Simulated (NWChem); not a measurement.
CH$_{4}$F$_{2}$OSi; SMILES FC(F)[SiH2]O

```xyz
9

O      0.4534     2.0894     0.2247
Si    -0.5909     0.8412    -0.1884
C      0.1064    -0.8554     0.4087
F     -0.7592    -1.8539     0.0219
F      1.3227    -1.0663    -0.2165
H      1.3232     2.0609    -0.2111
H     -0.7850     0.6936    -1.6727
H     -1.8797     1.1238     0.5158
H      0.2756    -0.9553     1.5081
```
Atoms are numbered in this order, from 1.

Results from NWChem. Medium grid unless said otherwise, to which SCAN and Minnesota functionals are sensitive. All runs use the structure optimised with PBE-D3(BJ)/def2-SVP. Total energies of different functionals are on different scales.

```csv
level,energy (Ha),highest occupied level (eV),orbital gap (eV),dipole (D)
B3LYP/def2-TZVP,-605.1193,___,___,1.10
PBE/def2-TZVP,-604.6239,-6.92,5.80,1.04
TPSSh/def2-TZVP,-605.1079,-7.69,7.16,1.11
KT2/def2-TZVP,-611.9359,-7.05,5.78,1.06
SCAN/def2-TZVP,-605.0147,-7.29,6.55,1.11
LRC-wPBEh/def2-TZVP,-604.6895,-10.34,11.80,1.08
MPW1K/def2-TZVP,-604.9965,-9.66,10.10,1.12
```

Problem. Some entries are withheld; supply them.

Solution. 
- B3LYP/def2-TZVP, highest occupied level (eV): -8.30
- B3LYP/def2-TZVP, orbital gap (eV): 7.81
